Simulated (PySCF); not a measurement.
# Polarisability and C₆ of Os (osmium, neutral)

[Xe] 4f14 5d8, high-spin 3F determinant (an excited configuration). Computed with PySCF 2.14 in aug-cc-pVTZ-PP with ECP60MDF (6s6p5d3f2g, 88 functions), with a scalar-relativistic core potential. Coupled (time-dependent) response in atomic units; α is the mean over directions.

```csv
method,mean α (bohr³),C₆ (like pair),S(−4)
UHF,39.68,333.9,1501
PBE,50.58,441.0,2688
PBE0,46.05,400.6,2000
```

S(−4) is the Cauchy moment in α(ω) = α(0) + S(−4) ω² + …

Spin-orbit coupling is absent.

α(iu) at PBE:

```csv
u (hartree),α(iu) (bohr³)
0,50.58
0.0500,45.15
0.100,36.38
0.200,25.26
0.300,19.54
0.500,13.18
0.750,8.861
1.00,6.398
1.50,3.834
2.00,2.569
3.00,1.385
5.00,0.5833
```

A single London oscillator, α(iu) = α/(1 + u²/ω²), gives C₆ = (3/4) ω α². Matching the computed C₆ needs ω = 4 × 441.0 / (3 × 50.58²) = 0.230 hartree.

Energies and moments cover only the electrons outside the core potential. Spin-orbit coupling, absent here, splits the open shell strongly.
